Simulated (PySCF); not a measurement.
BBr3, singlet, at a GFN2-xTB geometry. Base run: DF-PBE/def2-SVP (PySCF).

PySCF was given this input:
```python
from pyscf import gto, scf, dft

mol = gto.M(
    atom='''
B     0.01808306   -0.01978242   -0.03760993
Br   -1.50731106   -1.11118164   -0.13755349
Br    0.01971195    1.66670358   -0.86448993
Br    1.48501581   -0.55269588    1.00741627
''',
    basis='def2-svp',
    verbose=4,
)

mf = dft.RKS(mol)
mf.xc = 'pbe'
mf = mf.density_fit(auxbasis='def2-universal-jkfit')
mf.kernel()
```

Each row names what was changed in the base input (with any setting that the change needs).

```
change                                                                                                                                                 basis functions       E (Eh)  HOMO (eV)  HOMO-LUMO gap (eV)  dipole (D)
-----------------------------------------------------------------------------------------------------------------------------------------------------  ---------------  -----------  ---------  ------------------  ----------
base                                                                                                                                                               110  -7745.27251      -6.80                4.14        0.00
basis = ANO-RCC-VDZP; relativity = spin-free X2C (without mf = mf.density_fit(auxbasis='def2-universal-jkfit'))                                                     95  -7842.72882      -6.87                4.10        0.00
basis = jorge-DZP-DKH; relativity = spin-free X2C; nucleus = Gaussian (with nucmod='G'; without mf = mf.density_fit(auxbasis='def2-universal-jkfit'))              144  -7842.23039      -6.80                4.39        0.00
basis = x2c-TZVPall; relativity = spin-free X2C; nucleus = Gaussian (with nucmod='G'; without mf = mf.density_fit(auxbasis='def2-universal-jkfit'))                175  -7842.64366      -6.91                4.14        0.00
basis = jorge-DZP-DKH; relativity = spin-free X2C (without mf = mf.density_fit(auxbasis='def2-universal-jkfit'))                                                   144  -7842.28612      -6.80                4.39        0.00
basis = x2c-TZVPall; relativity = none (without mf = mf.density_fit(auxbasis='def2-universal-jkfit'))                                                              175  -7698.58570      -7.00                4.13        0.00
basis = jorge-DZP-DKH; relativity = none (without mf = mf.density_fit(auxbasis='def2-universal-jkfit'))                                                            144  -7723.18514      -6.92                4.39        0.01
basis = ANO-RCC-VDZP; relativity = none (without mf = mf.density_fit(auxbasis='def2-universal-jkfit'))                                                              95  -7680.80391      -7.06                4.10        0.00
basis = ANO-RCC-VDZP; relativity = spin-free X2C; nucleus = Gaussian (with nucmod='G'; without mf = mf.density_fit(auxbasis='def2-universal-jkfit'))                95  -7842.66460      -6.87                4.10        0.00
basis = x2c-TZVPall; relativity = spin-free X2C (without mf = mf.density_fit(auxbasis='def2-universal-jkfit'))                                                     175  -7842.69675      -6.91                4.14        0.00
```

Totals shift with the method and basis; they matter in differences.

Basis sets contracted for a relativistic Hamiltonian are a mismatch without it, so the rows without relativity aren't non-relativistic limits. No row has spin-orbit coupling; sets with core potentials leave out the core electrons.
